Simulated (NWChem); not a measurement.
**Correlation energy of OSe**

```
O
Se 1 1.6566
```
Charge 0, spin multiplicity 3.

All runs are NWChem calculations. Structure: optimised with UB3LYP/def2-SVP, a minimum by its harmonic frequencies.

Basis set: def2-TZVP. Each correlation energy counts from its own Hartree-Fock reference.

The Hamiltonian is non-relativistic. The correlated methods keep 10 core orbitals frozen. The structure started from a generated list of species. The unpaired electrons of the parent sit in orbitals of symmetry b1 and b2 (C2v labels of the run); other states weren't searched. The stability of the SCF solutions was not checked. Open-shell Hartree-Fock references start from PBE0 orbitals. No row is a measurement; the coupled-cluster row has its own basis-set and correlation limits.

Q: For the correlation energy, CCSD on UHF gives -482.3 mHa and CCSD on ROHF gives -498.0 mHa. What do CCSD[T] on UHF, CCSD(T) on ROHF, SCS-UMP2 give?

A: CCSD[T] on UHF: -505.8 mHa; CCSD(T) on ROHF: -522.2 mHa; SCS-UMP2: -451.3 mHa.
